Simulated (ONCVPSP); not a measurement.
## Cutoff test, He, ONCV

- Element: helium
- Generator: ONCVPSP 4.0.1
- Type: optimised norm-conserving Vanderbilt (ONCV)
- Functional: LDA (Perdew-Zunger)
- Relativity: scalar-relativistic
- Frozen core: none
- Valence charge: 2
- Reference configuration: 1s2
- Partial waves: 1s: rc 0.45 bohr, ncon 4, nbas 8, qcut 17.4 1/bohr, local; p scattering state at 0.23 Ha: rc 0.45 bohr, ncon 3, nbas 6, qcut 15.6 1/bohr, 3 projectors, debl 3.9 Ha
- Local potential: the s channel
- Core correction: none

Question: For each optimised wave give the share of its norm inside rc, the residual kinetic energy above qcut (Ha) and the cutoffs (Ha) for errors of 10, 1, 0.1 and 0.01 mHa per electron.

Answer:

```tsv
wave	norm inside rc	residual KE	10 mHa	1 mHa	0.1 mHa	0.01 mHa
1s	0.196	7.3e-05	59.2	104.2	144.7	672.8
p projector 1	0.000	1.0e-07	1.4	5.1	16.3	41.8
p projector 2	0.014	4.9e-06	13.3	33.8	69.1	109.7
p projector 3	0.019	1.1e-05	19.6	44.3	82.4	124.1
```

The occupied waves need 104 Ha and 145 Ha for 1 and 0.1 mHa. Rows with under 1 % of the norm inside rc give no meaningful cutoff.
